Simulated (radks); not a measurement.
Q: These are the eigenvalues of the occupied orbitals of an atom or ion with whole-number occupations (hartree). Calculated with a radial shooting solver on a logarithmic mesh with Libxc functionals: Dirac Kohn-Sham, PBE, spin-unpolarised, spherical densities, point nucleus.

1s1/2: -180.8860
2s1/2: -21.77206
2p1/2: -18.50341
2p3/2: -18.29149
3s1/2: -4.18645
3p1/2: -3.30353
3p3/2: -3.27656

Which element is it, and in what charge state? The configuration may be excited. Open shells, if any, fill j = l - 1/2 first.

A: Z = 22, titanium, charge +4: Ti4+ in [Ar]. The list shows which subshells hold electrons but not how many an open one holds; the 1s level, -180.89 hartree, gives Z - s = 19.0 by -(Z - s)^2/2, which with screening and relativity narrows Z to a few neighbours, and the depths of the outer levels then fix element, charge and occupations together.
